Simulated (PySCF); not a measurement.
First SCF of a structure search on doublet RuO2(OH), at a hand-made T-shaped (ligand arrangement 1) (heavy-atom frame) geometry. PySCF input:

```python
from pyscf import gto, scf, dft
mol = gto.M(atom='''
Ru     0.000000     0.000000     0.000000
O      0.000000     0.000000     1.710000
O      1.709000     0.000000     0.059700
O     -1.878900     0.000000     0.065600
H     -2.495600     0.735400     0.087100''',
    basis={'Ru': 'def2-TZVP', 'O': 'def2-TZVP', 'H': 'def2-TZVP'},
    ecp={'Ru': 'def2-TZVP'},
    charge=0, spin=1)
mf = dft.UKS(mol, xc='PBE0')
mf.grids.atom_grid = (50, 194)
aux = {'Ru': 'def2-universal-JKFIT', 'O': 'def2-universal-JKFIT', 'H': 'def2-universal-JKFIT'}
mf = mf.density_fit(auxbasis=aux)
mf.conv_tol = 1e-08
mf.diis_space = 10
mf.max_cycle = 60
mf.init_guess = 'minao'
mf.verbose = 4
mf.kernel()
```

Excerpt of the output (cycles alone):

```
init E= -313.073734349588
cycle= 1 E= -320.683803117273  delta_E= -7.61  |g|= 0.731  |ddm|= 3.54
cycle= 2 E= -319.60498610156  delta_E= 1.08  |g|=  1.8  |ddm|= 1.47
cycle= 3 E= -320.60668615697  delta_E=   -1  |g|= 0.854  |ddm|= 1.23
cycle= 4 E= -320.895892674813  delta_E= -0.289  |g|= 0.147  |ddm|= 0.557
cycle= 5 E= -320.863617907232  delta_E= 0.0323  |g|= 0.324  |ddm|= 0.204
cycle= 6 E= -320.903764557087  delta_E= -0.0401  |g|= 0.0491  |ddm|= 0.157
cycle= 7 E= -320.904403180465  delta_E= -0.000639  |g|= 0.0341  |ddm|= 0.0345
cycle= 8 E= -320.905026973606  delta_E= -0.000624  |g|= 0.0156  |ddm|= 0.0272
cycle= 9 E= -320.905431324983  delta_E= -0.000404  |g|= 0.0067  |ddm|= 0.0347
cycle= 10 E= -320.905672927993  delta_E= -0.000242  |g|= 0.00489  |ddm|= 0.0323
cycle= 11 E= -320.905852774491  delta_E= -0.00018  |g|= 0.00442  |ddm|= 0.0311
cycle= 12 E= -320.905975918949  delta_E= -0.000123  |g|= 0.00348  |ddm|= 0.0245
cycle= 13 E= -320.906190531971  delta_E= -0.000215  |g|= 0.0025  |ddm|= 0.0565
... 14 lines left out ...
cycle= 28 E= -320.906055294437  delta_E= -7.68e-07  |g|= 0.000219  |ddm|= 0.00487
cycle= 29 E= -320.906055621603  delta_E= -3.27e-07  |g|= 0.000203  |ddm|= 0.00155
cycle= 30 E= -320.906055797898  delta_E= -1.76e-07  |g|= 0.000211  |ddm|= 0.000858
cycle= 31 E= -320.906056105106  delta_E= -3.07e-07  |g|= 0.00013  |ddm|= 0.00197
cycle= 32 E= -320.90605630799  delta_E= -2.03e-07  |g|= 8.21e-05  |ddm|= 0.00248
cycle= 33 E= -320.906056389885  delta_E= -8.19e-08  |g|= 5.76e-05  |ddm|= 0.00123
cycle= 34 E= -320.906056404155  delta_E= -1.43e-08  |g|= 4.49e-05  |ddm|= 0.000391
cycle= 35 E= -320.90605641401  delta_E= -9.86e-09  |g|= 3.66e-05  |ddm|= 0.000272
Extra cycle  E= -320.906056425161  delta_E= -1.12e-08  |g|= 4.8e-05  |ddm|= 0.000209
converged SCF energy = -320.906056425161  <S^2> = 0.91587445  2S+1 = 2.1595133
```

This is not the lowest solution: all starts ended here, but a stability analysis within the same unrestricted form found one 3.3 kJ/mol lower, at -320.90731 Eh.

With open d or f shells other occupations or spin states may lie lower.

The search for the lowest solution, 3 starts and the stability check together, took 40 s on 4 threads of a shared Arm Neoverse V2 host, with 139 basis functions; the process peaked at 0.67 GiB.
